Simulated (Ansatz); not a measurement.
Ansatz results at the PBE0-D4/def2-TZVP geometry: LUMO energy (PBE0/def2-TZVPP) -1.74 eV; size of the dipole moment (B3LYP/def2-TZVPP) 3.72 D; LUMO energy (PBE/def2-TZVPP) -2.74 eV.

Each molecule was computed in one conformer, which needn't be the lowest.

**Question.** Which molecule gave them?
A. `C[N](C)[Y]1234([N](C)C)[C@H]5[C@@H]1[C@@H]2[C@@H]3[C@H]54`
B. `[OH][Zr]12345678([Cl])([C@H]9[C@@H]1[C@@H]2[C@@H]3[C@H]94)[C@H]1[C@@H]5[C@@H]6[C@@H]7[C@H]18`
C. `C[C@@]12[C@H]3[C@H]4[C@H]5[C@@H]1[HfH2]45321678[C@@H]2[C@H]1[C@H]6[C@@]7(C)[C@@H]28`
D. `[OH][Ti]12345678([Cl])([C@H]9[C@@H]1[C@@H]2[C@@H]3[C@H]94)[C@H]1[C@@H]5[C@@H]6[C@@H]7[C@H]18`

**Answer.** D. The others give `[OH][Zr]12345678([Cl])([C@H]9[C@@H]1[C@@H]2[C@@H]3[C@H]94)[C@H]1[C@@H]5[C@@H]6[C@@H]7[C@H]18`: -1.01, 3.51, -1.89; `C[N](C)[Y]1234([N](C)C)[C@H]5[C@@H]1[C@@H]2[C@@H]3[C@H]54`: -1.19, 1.31, -1.95; `C[C@@]12[C@H]3[C@H]4[C@H]5[C@@H]1[HfH2]45321678[C@@H]2[C@H]1[C@H]6[C@@]7(C)[C@@H]28`: -1.24, 2.25, -2.15.

B3LYP here is the variant with VWN-RPA as its local correlation; programs differ in this.
